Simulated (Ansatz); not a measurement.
Harmonic frequencies (cm⁻¹) at PBE0-D4/def2-TZVP from Ansatz: 33, 85, 125, 298, 483, 556, 686, 689, 739, 764, 963, 981, 1205, 1422, 1446, 1451, 3075, 3113, 3170, 3187, 3195.

Task: Which molecule is it?
A. `OB1CC1Cl`
B. `[CH3][In]1[CH2][S]1`
C. `NC#[C][GeH3]`
D. `S/C=[CH]\[InH2]`

Result: B.
